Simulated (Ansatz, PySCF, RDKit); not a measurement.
Dimer: HI (SMILES I) (first 2 atoms) with CH6Si (SMILES C[SiH3]); geometry from B3LYP-D3(BJ)/def2-TZVP, rigid monomers moved along the line of their centres of mass till H2···H10 is 1.97 Å.
(charge 0, multiplicity 1):
```xyz
10

I     -0.54800     1.27885    -0.48810
H     -0.81436    -0.01916     0.43964
C     -0.19952     1.11605     3.58091
Si     0.17835    -0.64440     3.06438
H     -1.19169     1.18561     4.03039
H     -0.16784     1.78698     2.72102
H      0.52947     1.46791     4.31324
H      0.13059    -1.56529     4.22557
H      1.51717    -0.73960     2.43536
H     -0.82146    -1.11804     2.06974
```

Interaction energies are E(AB) − E(A) − E(B) at the monomers' geometry in the complex; basis-set methods are counterpoise corrected. Rows marked so take none. RDKit's UFF carries no charges.

Rows in 3-21G, STO-3G carry no dispersion term and start afresh at each structure; the Pople sets are all-electron and without relativity.

Codes used: Ansatz (a first-principles code); PySCF for 3-21G rows, STO-3G rows, the dispersion terms; RDKit for the force fields. Each number belongs to the level named beside it. In def2 rows elements past Kr take small-core potentials, without spin–orbit coupling.

```
level                        interaction energy (kJ/mol)
---------------------------  ---------------------------
UFF                                                 13.2
HF/STO-3G (no counterpoise)                         11.0
HF/3-21G (no counterpoise)                           8.0
PBE-D3(BJ)/def2-TZVPPD                              -8.5
r2SCAN/def2-TZVPPD                                  -2.5
r2SCAN-D3(BJ)/def2-TZVPPD                           -5.2
B3LYP-D3(BJ)/def2-TZVPPD                             [?]
B3LYP-D4/def2-TZVPPD                                -4.9
PBE0/def2-TZVPPD                                     [?]
```

Problem. Complete the blanks.

Solution. 
- B3LYP-D3(BJ)/def2-TZVPPD, interaction energy (kJ/mol): -7.6
- PBE0/def2-TZVPPD, interaction energy (kJ/mol): -0.5
